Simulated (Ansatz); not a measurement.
C₄H₉, charge -1, singlet, at a GFN2-xTB geometry (a gas-phase anion, which may not be bound at this level). Base run: Ansatz (a quantum-chemistry and plane-wave program) with HF/6-31G.

Here is a job for Ansatz.
Ansatz 0.2 input:
```yaml
crystal:
  periodic: [false, false, false]
  atoms:
    - {symbol: C, position_ang: [0.00360706, 0.07275878, 0.35852744]}
    - {symbol: H, position_ang: [0.01413019, -0.02455558, 1.49184561]}
    - {symbol: C, position_ang: [0.00197210, 1.48905250, -0.21294948]}
    - {symbol: H, position_ang: [-0.87836911, 2.02265113, 0.26479170]}
    - {symbol: H, position_ang: [0.89409793, 2.01789160, 0.24792523]}
    - {symbol: C, position_ang: [1.24251803, -0.68650164, -0.13018073]}
    - {symbol: H, position_ang: [1.27251834, -0.67330054, -1.21910898]}
    - {symbol: H, position_ang: [2.14853428, -0.20354655, 0.23586489]}
    - {symbol: H, position_ang: [1.24765967, -1.73021109, 0.20964392]}
    - {symbol: C, position_ang: [-1.24843893, -0.67981278, -0.10647724]}
    - {symbol: H, position_ang: [-1.29908454, -0.66639513, -1.19463808]}
    - {symbol: H, position_ang: [-1.25271749, -1.72349693, 0.23343705]}
    - {symbol: H, position_ang: [-2.14471882, -0.19201806, 0.27671870]}
basis:
  gaussian:
    orbitals: 6-31G
hamiltonian:
  xc: hf
total_charge: -1
```

The base run was repeated with changes; each row names its change, and settings that it needs were set with it.

```tsv
change	ΔE vs base (mEh)
base	0.000
lower_state_search = full	0.000
lower_state_search = off	0.000
lower_state_search = light	0.000
fitting.mean_field = cc-pVTZ-JKFIT	0.008
forces = on	0.000
point_charge = charge:-1.0 position_ang:3.8268, -1.85, 3.2206	86.566
accuracy = high	-0.014
fitting.mean_field = def2-universal-JKFIT	0.068
nuclear_model = gaussian	0.013
point_charge = charge:1.0 position_ang:2.0815, -2.0589, -4.4005	-95.984
```

A gas-phase anion may not be bound at this level; its values then depend on the basis.
